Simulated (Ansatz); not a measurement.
Steps of a relaxation of C$_{3}$H$_{9}$GaSn (`[CH3][Ga]1[CH2][SnH]1[CH3]`) with RKS PBE0-D4/def2-TZVP.

```sh
$ ansatz run in.yaml --threads 2 --pin off --events-out ev --progress --plain --max-ram 22528MiB --backend cuda --devices 0, --max-vram 18GiB
```

```yaml
crystal:
  periodic: [false, false, false]
  atoms:
    - {symbol: C, position_ang: [-1.960310, -0.055520, 1.564050]}
    - {symbol: Ga, position_ang: [-0.073380, -0.560040, 0.968340]}
    - {symbol: C, position_ang: [1.874780, -0.662600, 0.568620]}
    - {symbol: Sn, position_ang: [1.309040, -1.084820, -1.701630]}
    - {symbol: C, position_ang: [0.492110, 1.018960, -1.862930]}
    - {symbol: H, position_ang: [-2.528270, 0.151810, 0.653110]}
    - {symbol: H, position_ang: [-2.429480, -0.891460, 2.089980]}
    - {symbol: H, position_ang: [-1.967470, 0.825890, 2.210180]}
    - {symbol: H, position_ang: [2.358950, -1.483300, 1.101720]}
    - {symbol: H, position_ang: [2.411110, 0.262550, 0.788820]}
    - {symbol: H, position_ang: [-0.529020, -1.703470, -0.737980]}
    - {symbol: H, position_ang: [1.288900, 1.745030, -2.015030]}
    - {symbol: H, position_ang: [-0.213420, 1.131160, -2.683110]}
    - {symbol: H, position_ang: [-0.033550, 1.305820, -0.944130]}
basis:
  gaussian: {orbitals: def2-TZVP}
hamiltonian: {xc: pbe0, dispersion: d4}
relax: {f_tol: 0.005, max_steps: 150}
```

Positions (Å) and forces (eV/Å) along the path, 10 of 19 steps:

```xyz
14
step=1 energy=-61457.0544 eV
C    -1.960   -0.056    1.564    0.854   -0.120   -0.253
Ga   -0.073   -0.560    0.968   -0.006   -0.331   -1.072
C     1.875   -0.663    0.569   -1.186    0.125    0.011
Sn    1.309   -1.085   -1.702   -0.368    0.216    0.900
C     0.492    1.019   -1.863   -0.113   -0.349    0.271
H    -2.528    0.152    0.653    0.082   -0.041    0.057
H    -2.429   -0.891    2.090    0.129    0.006   -0.064
H    -1.967    0.826    2.210    0.101   -0.096   -0.039
H     2.359   -1.483    1.102   -0.092   -0.127   -0.131
H     2.411    0.263    0.789   -0.084    0.053   -0.102
H    -0.529   -1.703   -0.738    0.591    0.651    0.473
H     1.289    1.745   -2.015    0.233   -0.028    0.057
H    -0.213    1.131   -2.683   -0.107   -0.128   -0.109
H    -0.034    1.306   -0.944   -0.034    0.170    0.000
14
step=3 energy=-61457.5019 eV
C    -1.870   -0.064    1.466    0.068    0.196    0.117
Ga   -0.116   -0.551    0.751   -0.036    0.152   -0.373
C     1.794   -0.603    0.552    0.090   -0.367    0.259
Sn    1.306   -1.128   -1.605   -0.128    0.304    0.316
C     0.414    0.930   -1.700    0.055    0.368   -0.298
H    -2.508    0.245    0.629    0.099   -0.062    0.192
H    -2.311   -0.946    1.941    0.002    0.091   -0.057
H    -1.801    0.742    2.206   -0.063   -0.169   -0.152
H     2.275   -1.445    1.054    0.021    0.097    0.104
H     2.325    0.325    0.767   -0.010   -0.048   -0.130
H    -0.474   -1.452   -0.686   -0.088   -0.417    0.045
H     1.315    1.523   -1.921   -0.253    0.094    0.091
H    -0.235    0.970   -2.581   -0.017    0.101    0.103
H    -0.115    1.453   -0.873    0.261   -0.339   -0.219
14
step=5 energy=-61457.5955 eV
C    -1.850   -0.042    1.450    0.024    0.107    0.039
Ga   -0.124   -0.562    0.706   -0.068   -0.003   -0.081
C     1.790   -0.633    0.580    0.002   -0.051    0.071
Sn    1.323   -1.102   -1.595    0.129    0.003   -0.010
C     0.419    0.954   -1.731   -0.088    0.115    0.029
H    -2.494    0.294    0.634    0.013   -0.017    0.083
H    -2.307   -0.922    1.911   -0.008    0.029   -0.022
H    -1.760    0.744    2.203   -0.018   -0.054   -0.059
H     2.263   -1.453    1.125   -0.017    0.046   -0.060
H     2.318    0.304    0.756   -0.010   -0.032   -0.019
H    -0.462   -1.592   -0.665    0.036   -0.012    0.014
H     1.261    1.628   -1.939   -0.108   -0.098    0.093
H    -0.270    1.001   -2.578    0.006   -0.008    0.069
H    -0.107    1.381   -0.857    0.108   -0.026   -0.148
14
step=7 energy=-61457.6152 eV
C    -1.825    0.004    1.403   -0.101   -0.023   -0.036
Ga   -0.134   -0.558    0.612    0.037   -0.014   -0.037
C     1.789   -0.638    0.584    0.020   -0.021   -0.054
Sn    1.409   -1.095   -1.599   -0.019    0.037    0.024
C     0.375    0.922   -1.671   -0.018   -0.050   -0.044
H    -2.492    0.387    0.627    0.034    0.000    0.027
H    -2.300   -0.876    1.843   -0.009    0.022    0.017
H    -1.696    0.758    2.179    0.035   -0.002   -0.019
H     2.256   -1.458    1.128    0.005   -0.007    0.037
H     2.314    0.299    0.757    0.022    0.006    0.022
H    -0.402   -1.665   -0.700    0.018    0.019    0.002
H     1.185    1.630   -1.876   -0.002   -0.022    0.007
H    -0.338    0.954   -2.497    0.011   -0.006    0.005
H    -0.139    1.335   -0.790   -0.033    0.060    0.048
14
step=10 energy=-61457.6222 eV
C    -1.810    0.025    1.343   -0.020   -0.026    0.024
Ga   -0.115   -0.561    0.569    0.005    0.040    0.018
C     1.815   -0.663    0.591   -0.014    0.001    0.020
Sn    1.442   -1.068   -1.599    0.001   -0.011   -0.009
C     0.315    0.918   -1.601   -0.017    0.023    0.000
H    -2.476    0.390    0.559    0.016   -0.003   -0.001
H    -2.298   -0.821    1.835    0.029    0.035   -0.012
H    -1.651    0.813    2.080   -0.011   -0.016   -0.016
H     2.258   -1.499    1.131   -0.003    0.002   -0.003
H     2.351    0.262    0.796   -0.006   -0.012   -0.011
H    -0.343   -1.704   -0.719    0.008   -0.013   -0.014
H     1.109    1.626   -1.860   -0.018   -0.012    0.004
H    -0.426    0.910   -2.403    0.015    0.010    0.016
H    -0.172    1.373   -0.721    0.015   -0.018   -0.016
14
step=11 energy=-61457.6229 eV
C    -1.811    0.026    1.335    0.002    0.001    0.020
Ga   -0.111   -0.556    0.569    0.009    0.023    0.013
C     1.818   -0.668    0.590   -0.012    0.008    0.013
Sn    1.437   -1.068   -1.601    0.001   -0.013   -0.004
C     0.309    0.920   -1.592    0.000    0.014    0.012
H    -2.479    0.368    0.542    0.006   -0.009    0.010
H    -2.289   -0.813    1.847    0.020    0.025   -0.016
H    -1.659    0.832    2.054   -0.014   -0.022   -0.020
H     2.258   -1.505    1.131   -0.006    0.006   -0.013
H     2.361    0.255    0.790   -0.006   -0.009   -0.004
H    -0.335   -1.709   -0.717   -0.002   -0.007   -0.014
H     1.104    1.626   -1.856   -0.014   -0.009    0.013
H    -0.436    0.919   -2.388    0.004   -0.003    0.011
H    -0.168    1.374   -0.706    0.012   -0.003   -0.022
14
step=12 energy=-61457.6233 eV
C    -1.813    0.027    1.323   -0.001    0.040    0.015
Ga   -0.106   -0.545    0.568    0.013    0.008   -0.025
C     1.821   -0.669    0.585    0.006   -0.037    0.011
Sn    1.430   -1.075   -1.605   -0.014    0.010    0.022
C     0.305    0.919   -1.572    0.014    0.013   -0.019
H    -2.488    0.329    0.520    0.014   -0.023    0.045
H    -2.271   -0.802    1.868    0.008    0.025   -0.023
H    -1.673    0.862    2.014   -0.017   -0.047   -0.037
H     2.257   -1.510    1.124   -0.004    0.016    0.000
H     2.374    0.248    0.781   -0.007   -0.004   -0.006
H    -0.332   -1.707   -0.722    0.000   -0.013    0.012
H     1.102    1.618   -1.843   -0.006    0.006    0.017
H    -0.448    0.926   -2.361   -0.011   -0.005    0.004
H    -0.159    1.378   -0.682    0.005    0.010   -0.015
14
step=14 energy=-61457.6240 eV
C    -1.812    0.028    1.319   -0.015    0.031   -0.001
Ga   -0.103   -0.535    0.561   -0.010    0.006    0.001
C     1.822   -0.676    0.586    0.011    0.001    0.001
Sn    1.427   -1.075   -1.604    0.004   -0.012   -0.005
C     0.302    0.925   -1.567    0.002   -0.005    0.006
H    -2.499    0.306    0.517    0.016   -0.015    0.033
H    -2.253   -0.799    1.880    0.005    0.013   -0.010
H    -1.681    0.875    1.994   -0.008   -0.029   -0.021
H     2.251   -1.517    1.128   -0.001    0.003   -0.003
H     2.382    0.239    0.777    0.000    0.000    0.002
H    -0.329   -1.712   -0.717   -0.002    0.002   -0.007
H     1.103    1.619   -1.839    0.007    0.003    0.002
H    -0.451    0.930   -2.355   -0.004   -0.004    0.000
H    -0.159    1.392   -0.680   -0.005    0.005    0.002
14
step=17 energy=-61457.6244 eV
C    -1.813    0.029    1.311   -0.030   -0.013   -0.003
Ga   -0.102   -0.516    0.545   -0.003    0.001   -0.004
C     1.823   -0.680    0.581    0.007   -0.002    0.004
Sn    1.422   -1.084   -1.607   -0.001    0.002   -0.002
C     0.302    0.927   -1.549    0.000   -0.002   -0.003
H    -2.525    0.257    0.516    0.016   -0.001    0.012
H    -2.218   -0.790    1.910    0.008    0.016   -0.005
H    -1.696    0.902    1.953    0.002   -0.003   -0.001
H     2.240   -1.522    1.132    0.003    0.000    0.002
H     2.393    0.229    0.764    0.001    0.000    0.000
H    -0.329   -1.710   -0.726    0.001    0.000    0.000
H     1.111    1.613   -1.817   -0.001   -0.002   -0.002
H    -0.448    0.938   -2.341    0.002    0.003    0.000
H    -0.162    1.407   -0.670   -0.003    0.001    0.002
14
step=19 energy=-61457.6245 eV
C    -1.813    0.029    1.311    0.000   -0.003    0.001
Ga   -0.102   -0.517    0.544    0.002    0.001    0.000
C     1.823   -0.681    0.581   -0.002   -0.003    0.001
Sn    1.422   -1.084   -1.607    0.002    0.001   -0.001
C     0.301    0.927   -1.549    0.000    0.001    0.001
H    -2.526    0.253    0.516   -0.001    0.002   -0.001
H    -2.217   -0.788    1.913    0.001    0.001    0.001
H    -1.695    0.904    1.950    0.000    0.000    0.000
H     2.241   -1.522    1.132    0.000    0.001    0.000
H     2.392    0.229    0.763   -0.001    0.000    0.000
H    -0.329   -1.711   -0.728    0.000    0.000    0.001
H     1.112    1.613   -1.814   -0.001    0.000    0.001
H    -0.446    0.940   -2.343   -0.001    0.000    0.000
H    -0.164    1.406   -0.670    0.001   -0.001   -0.002
```

It took 30 s on 2 threads of an AMD EPYC 7R13 on a shared host and a share of an NVIDIA H100 80 GB, with 0.97 GiB of host memory at the peak.
